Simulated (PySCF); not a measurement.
Al(F)(NCO)(OH) (CHAlFNO2), SMILES O=C=[N][Al]([OH])[F]. Atoms are numbered in the order given.

```xyz
7

Al    -0.0214     0.9233     0.0000
F     -1.5030     1.6558     0.0000
N      0.0468    -0.8381     0.0000
C      0.0347    -2.0413     0.0000
O      0.0329    -3.2119     0.0000
O      1.3430     1.9093     0.0000
H      2.2618     1.6296     0.0000
```
Charge 0, spin multiplicity 1.

The structure is a stationary point at B3LYP-D3(BJ)/def2-SVP. The structure was generated by enumeration; whether it is a known compound was not checked. The values are those of a single conformer.

Calculation: PBE0/def2-TZVP in PySCF.

The molecule is in vacuum.

Computed frontier levels, gap, dipole moment and polarisability:
```
Property                                                                                                        Value
---------------------------------------------------------------------------------------------  ----------------------
highest occupied level                                                                                       -8.99 eV
lowest empty level                                                                                           -0.94 eV
orbital gap                                                                                                   8.06 eV
dipole moment                                                                                                  2.15 D
quadrupole, principal values (traceless, Buckingham form, about the centre of nuclear charge)  -16.76, 7.24, 9.52 D·Å
mean static polarisability                                                                       42.0 bohr³ (6.22 Å³)
polarisability, principal values                                                               29.2, 33.8, 62.9 bohr³
```
